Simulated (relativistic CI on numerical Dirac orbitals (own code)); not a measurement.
# Ligand-field terms of d6

Computed with a parametric ligand-field model of a d^n configuration (Racah B and C, spin-orbit zeta, crystal field), exact diagonalisation.

Field parameters in Wybourne normalisation: Oh B⁴₀ = 21Dq, B⁴₄ = √(5/14) B⁴₀. The field is a parameter set, without covalency.

Question: Ground term and bands for B = 810, C = 3590, ζ = 0 cm⁻¹, Oh, 10Dq = 35050 cm⁻¹?

Answer: Ground term 1A1 with 0.03 electrons in the two orbitals of the cubic e set. Spin-allowed: 1T1 32532 cm⁻¹ (307 nm), 1T2 43768 cm⁻¹ (228 nm), 1T2 66516 cm⁻¹ (150 nm), 1E 67080 cm⁻¹ (149 nm). Lowest spin-forbidden: 3T1 24922 cm⁻¹ (401 nm), 3T2 30486 cm⁻¹ (328 nm), 5T2 38943 cm⁻¹ (257 nm).

Question: Ground term and bands for B = 830, C = 3720, ζ = 0 cm⁻¹, Oh, 10Dq = 22200 cm⁻¹?

Answer: Ground term 1A1 with 0.05 electrons in the two orbitals of the cubic e set. Spin-allowed: 1T1 19918 cm⁻¹ (502 nm), 1T2 30256 cm⁻¹ (331 nm), 1T2 41522 cm⁻¹ (241 nm), 1E 41797 cm⁻¹ (239 nm). Lowest spin-forbidden: 3T1 11898 cm⁻¹ (840 nm), 5T2 12714 cm⁻¹ (787 nm), 3T2 16990 cm⁻¹ (589 nm).

Question: A d6 ion in Oh symmetry has the ground term 1A1 and bands at 5T2 5890 cm⁻¹ (1698 nm), 3T1 8548 cm⁻¹ (1170 nm), 3T2 13468 cm⁻¹ (742 nm), 1T1 16757 cm⁻¹ (597 nm), 1T2 26709 cm⁻¹ (374 nm), 1T2 35412 cm⁻¹ (282 nm), 1E 35460 cm⁻¹ (282 nm). Which parameters reproduce them?

Answer: B = 850, C = 3780, ζ = 0 cm⁻¹, Oh, 10Dq = 18950 cm⁻¹.

Question: A d6 ion in Oh symmetry has the ground term 1A1 and bands at 3T1 23371 cm⁻¹ (428 nm), 3T2 25763 cm⁻¹ (388 nm), 1T1 26197 cm⁻¹ (382 nm), 1T2 30984 cm⁻¹ (323 nm), 5T2 42494 cm⁻¹ (235 nm), 1T2 52965 cm⁻¹ (189 nm), 1E 53224 cm⁻¹ (188 nm). Which parameters reproduce them?

Answer: B = 320, C = 1360, ζ = 0 cm⁻¹, Oh, 10Dq = 27300 cm⁻¹.

Question: Ground term and bands for B = 700, C = 2910, ζ = 0 cm⁻¹, Oh, 10Dq = 6450 cm⁻¹?

Answer: Ground term 5T2 with 2.00 electrons in the two orbitals of the cubic e set. Spin-allowed: 5E 6450 cm⁻¹ (1550 nm). Lowest spin-forbidden: 3T1 9808 cm⁻¹ (1020 nm), 1A1 11158 cm⁻¹ (896 nm), 3T2 12396 cm⁻¹ (807 nm).
